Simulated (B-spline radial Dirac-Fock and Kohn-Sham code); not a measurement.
**Two-hole binding energies of Os³⁴⁺**

System: the Os³⁴⁺ ion in the configuration [Kr] 4d6.

These are calculated numbers from a radial atomic solver; the model is multi-electron Dirac-Fock with separately optimised hole states, Breit and Lamb-shift corrections added in first order. U is the two-hole binding energy less the two single-hole energies, the effective repulsion of the holes after relaxation. Each two-hole energy is an average over J within one jj subconfiguration.

```
          holes  E(a) (eV)  E(b) (eV)  E(ab) (eV)  U (eV)
           1s⁻²    75270.6    75270.6    152042.9  1501.6
   1s⁻¹ 2p1/2⁻¹    75270.6    13795.4     89545.8   479.7
   1s⁻¹ 3p3/2⁻¹    75270.6     3843.8     79269.7   155.2
   1s⁻¹ 3d3/2⁻¹    75270.6     3419.3     78841.9   152.0
           2s⁻²    14384.8    14384.8     29048.9   279.4
   2s⁻¹ 2p1/2⁻¹    14384.8    13795.4     28449.3   269.1
        2p1/2⁻²    13795.4    13795.4     27938.9   348.0
   2s⁻¹ 2p3/2⁻¹    14384.8    12282.2     26919.8   252.8
2p1/2⁻¹ 2p3/2⁻¹    13795.4    12282.2     26378.5   300.9
        2p3/2⁻²    12282.2    12282.2     24854.8   290.4
   2s⁻¹ 3p3/2⁻¹    14384.8     3843.8           ?       ?
   2s⁻¹ 3d3/2⁻¹    14384.8     3419.3     17952.2   148.2
2p3/2⁻¹ 3p1/2⁻¹    12282.2     4184.2     16612.5   146.1
2p3/2⁻¹ 3d3/2⁻¹    12282.2     3419.3     15851.8   150.3
```

Q: Give the missing two-hole energy and U.

A: E(ab) = 18363.5 eV and U = 134.9 eV.
